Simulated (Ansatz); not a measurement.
C3H5FGe, SMILES `FC1=C[CH]1[GeH3]`. The species carries charge 0 and has multiplicity 1.

Cartesian coordinates in Å:
```
F 0.652 2.100 1.520
C 0.664 0.851 1.142
C 1.326 -0.224 0.947
C -0.199 -0.208 0.615
Ge -0.828 -0.234 -1.243
H 2.210 -0.834 0.930
H -0.863 -0.720 1.319
H 0.170 0.559 -2.106
H -2.228 0.394 -1.367
H -0.903 -1.684 -1.757
```

Question: List the harmonic frequencies (cm⁻¹, unscaled) at PBE0-D4/def2-TZVP in Ansatz. (An estimate is asked.)

Answer: The calculation gave: 75, 127, 223, 372, 435, 501, 598, 684, 699, 731, 824, 876, 887, 957, 1019, 1051, 1293, 1301, 1930, 2138, 2141, 2150, 3041, 3333.

Question: Is this a minimum?

Answer: Yes, all 24 modes are real.

Question: Give the ideal-gas thermochemistry at 298.15 K and 1 bar (rigid rotor, harmonic oscillator; point group C1, symmetry number 1).

Answer: Zero-point energy 163.8 kJ/mol; H(298) − E = 183.3 kJ/mol; entropy 341.4 J/(mol·K), of which translation 169.8, rotation 114.3, vibration 57.3; G(298) − E = 81.5 kJ/mol. Modes under 100 cm⁻¹ are hindered rotations or soft bends, so the harmonic entropy is rough.
